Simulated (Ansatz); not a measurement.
CH5FGeO2 can be A, `[OH][GeH]([OH])[CH2]F`, or B, `[CH3][Ge]([OH])([OH])[F]`.

Gas-phase electronic energies from Ansatz, PBE0-D4/def2-TZVP geometries. CCSD(T)/CBS adds triple-zeta CCSD(T) − MP2 to the extrapolated MP2 energy (def2 sets, frozen cores). DFT in def2-TZVPP. B3LYP here is the variant with VWN-RPA as its local correlation; programs differ in this. For Ge outer-core shells are correlated without core-valence functions, which leaves a few kJ/mol of doubt a bond. Scalar relativity is left out up to krypton. Each species was taken in one conformer, which may not be the lowest.

(1) Which isomer does CCSD(T)/CBS put lower? Give the gap. (Best estimate.)

(2) Give E(B) − E(A) in kJ/mol with r2SCAN-D4, HF/def2-TZVPP, B3LYP-D4, CCSD(T)/def2-TZVPP, B2PLYP, ωB97M-V, PBE-D4. (Best estimate.)

Largest T1 diagnostic: 0.012.

## Answers

(1) The calculation gave: B, by 213.2 kJ/mol.

(2) Computed: r2SCAN-D4 -210.7, HF/def2-TZVPP -212.8, B3LYP-D4 -202.7, CCSD(T)/def2-TZVPP -212.4, B2PLYP -210.3, ωB97M-V -207.6, PBE-D4 -197.1. None reverses the order clearly.

From PBE to PBE0 (25 % exact exchange), in def2-TZVPP and without D4, E(B) − E(A) moves by −6.8 kJ/mol.
